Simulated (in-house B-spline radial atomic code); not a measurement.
**RPA and G0W0 on SCAN: Kr⁸⁺**

Configuration [Ar] 3d10, mean-field start SCAN. Computed with an all-electron radial atomic-structure program (B-spline basis): all electrons, non-relativistic, point nucleus, each spin shell either full or empty, empty states to l = 9 with an (l + 1/2)⁻⁴ tail; G0W0 by contour deformation at full frequency.

Command:
```bash
python run_gw.py task.json out
```
Settings (radii: box in bohr, nucleus in fm):
```
Z                        36
electrons                28
configuration            [Ar] 3d10
hamiltonian              nr
method                   scan,scan
lmax                     9
spin_polarised           False
box_radius               7.7
intervals                49
```

Time taken, with all properties: 1.8 s on 1 thread of Arm Neoverse N1, on a shared host.

Energies (hartree):

```json
{"term": "mean-field total", "value": "-2735.67685"}
{"term": "Hartree-Fock functional on these orbitals", "value": "-2734.06535"}
{"term": "direct second order", "value": "-2.3305"}
{"term": "second-order exchange", "value": "0.67548"}
{"term": "SOSEX correction", "value": "0.63468"}
```

**Question.** What is the RPA correlation energy, and what remains with SOSEX?

**Answer.** RPA gives -2.0881 hartree (-2.03 eV per electron); RPA + SOSEX gives -1.4534, and the second-order doubles -1.655 hartree (no singles). SOSEX takes back 30 % of the RPA value.

Quasi-particle levels (eV):

```json
{"level": "3d", "occupied": "yes", "mean field": "-217.62", "Σx - vxc": "-19.68", "Σc": "?", "QP weight": "?", "G0W0": "?"}
{"level": "3p", "occupied": "yes", "mean field": "-330.89", "Σx - vxc": "-28.46", "Σc": "7.35", "QP weight": "0.926", "G0W0": "-352.00"}
{"level": "3s", "occupied": "yes", "mean field": "-394.46", "Σx - vxc": "-33.12", "Σc": "9.30", "QP weight": "0.869", "G0W0": "-418.28"}
{"level": "4s", "occupied": "no", "mean field": "-130.34", "Σx - vxc": "7.87", "Σc": "-1.41", "QP weight": "0.994", "G0W0": "-123.87"}
```

G0W0 = mean field + (Σx - vxc) + Σc, with Σc (partial-wave tail included) taken at the quasi-particle energy. Only the outer levels were computed. Levels of low weight are left out.

**Question.** Where does G0W0 put 3d?

**Answer.** At -235.00 eV, with Σc = 2.30 eV and a quasi-particle weight of 0.972. The tabulated removal energy is 233 ± 0.7 eV (NIST, semi-empirical); the calculation leaves out relativity, Breit and QED terms, and what these don't explain is the method's own error.
